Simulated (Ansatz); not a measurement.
Program: Ansatz. Geometries: PBE0-D4/def2-TZVP. ΔE: electronic, gas phase. CCSD(T)/CBS adds triple-zeta CCSD(T) − MP2 to the extrapolated MP2 energy (def2 sets, frozen cores). DFT in def2-TZVPP. B3LYP here is the variant with VWN-RPA as its local correlation; programs differ in this. Each species was taken in one conformer, which may not be the lowest.

Reaction (isomerisation): `B/C=[CH]/[AlH][SiH3]` → `[AlH2][C]1([SiH3])BC1`

`B/C=[CH]/[AlH][SiH3]`:

Cartesian coordinates in Å:
```
B -2.138 1.913 0.357
C -0.995 0.895 0.159
C -0.913 -0.245 0.882
Al 0.545 -1.530 0.627
Si 2.227 -0.970 -1.075
H -2.203 2.923 -0.281
H -2.980 1.678 1.177
H -0.218 1.087 -0.585
H -1.710 -0.397 1.614
H 0.598 -2.858 1.499
H 3.295 -2.002 -1.193
H 2.893 0.328 -0.762
H 1.599 -0.820 -2.420
```

`[AlH2][C]1([SiH3])BC1`:

```xyz
13

Al    0.786   -0.052   -1.821
C     0.128    0.038   -0.013
Si   -1.649   -0.451    0.185
B     0.555    1.222    0.810
C     1.141   -0.132    1.171
H    -0.239   -0.033   -3.029
H     2.354   -0.150   -2.039
H    -2.511    0.360   -0.714
H    -1.855   -1.892   -0.136
H    -2.093   -0.247    1.594
H     0.426    2.380    1.025
H     0.796   -0.650    2.064
H     2.162   -0.394    0.904
```

```json
{"level": "PBE-D4", "ΔE (kJ/mol)": "-15.5", "difference from CCSD(T)/CBS": "-4.8"}
{"level": "r2SCAN-D4", "ΔE (kJ/mol)": "-23.5", "difference from CCSD(T)/CBS": "-12.8"}
{"level": "PBE0-D4", "ΔE (kJ/mol)": "-21.0", "difference from CCSD(T)/CBS": "-10.3"}
{"level": "B3LYP-D4", "ΔE (kJ/mol)": "-0.8", "difference from CCSD(T)/CBS": "9.9"}
{"level": "ωB97X-V", "ΔE (kJ/mol)": "-20.6", "difference from CCSD(T)/CBS": "-9.9"}
{"level": "ωB97M-V", "ΔE (kJ/mol)": "-24.4", "difference from CCSD(T)/CBS": "-13.7"}
{"level": "B2PLYP", "ΔE (kJ/mol)": "-3.4", "difference from CCSD(T)/CBS": "7.3"}
{"level": "PBE", "ΔE (kJ/mol)": "-11.0", "difference from CCSD(T)/CBS": "-0.3"}
{"level": "r2SCAN", "ΔE (kJ/mol)": "-22.7", "difference from CCSD(T)/CBS": "-12.0"}
{"level": "PBE0", "ΔE (kJ/mol)": "-17.3", "difference from CCSD(T)/CBS": "-6.6"}
{"level": "B3LYP", "ΔE (kJ/mol)": "6.8", "difference from CCSD(T)/CBS": "17.5"}
{"level": "HF/def2-TZVPP", "ΔE (kJ/mol)": "21.8", "difference from CCSD(T)/CBS": "32.5"}
{"level": "MP2/def2-TZVPP", "ΔE (kJ/mol)": "-28.9", "difference from CCSD(T)/CBS": "-18.2"}
{"level": "SCS-MP2/def2-TZVPP", "ΔE (kJ/mol)": "-13.7", "difference from CCSD(T)/CBS": "-3.0"}
{"level": "CCSD/def2-TZVPP", "ΔE (kJ/mol)": "-3.8", "difference from CCSD(T)/CBS": "6.9"}
{"level": "CCSD(T)/def2-TZVPP", "ΔE (kJ/mol)": "-5.6", "difference from CCSD(T)/CBS": "5.1"}
{"level": "HF/def2-QZVPP", "ΔE (kJ/mol)": "20.4", "difference from CCSD(T)/CBS": "31.1"}
{"level": "MP2/def2-QZVPP", "ΔE (kJ/mol)": "-32.3", "difference from CCSD(T)/CBS": "-21.6"}
{"level": "SCS-MP2/def2-QZVPP", "ΔE (kJ/mol)": "-16.9", "difference from CCSD(T)/CBS": "-6.2"}
{"level": "HF/CBS(def2)", "ΔE (kJ/mol)": "20.2", "difference from CCSD(T)/CBS": "30.9"}
{"level": "MP2/CBS(def2)", "ΔE (kJ/mol)": "-34.0", "difference from CCSD(T)/CBS": "-23.3"}
{"level": "CCSD/CBS(def2)", "ΔE (kJ/mol)": "-9.0", "difference from CCSD(T)/CBS": "1.7"}
{"level": "CCSD(T)/CBS", "ΔE (kJ/mol)": "-10.7", "difference from CCSD(T)/CBS": "0"}
```

Largest T1 diagnostic among the species: 0.013.

In def2-TZVPP, CCSD(T) changes the Hartree–Fock value by −27.4 kJ/mol (the triples alone add −1.8 kJ/mol) and MP2 by −50.6 kJ/mol. The D4 term adds −7.6 kJ/mol with B3LYP and −3.7 kJ/mol with PBE0; it sums over pairs of atoms, weighted by their polarisabilities, and B3LYP, whose exchange is more repulsive, gets the larger term.
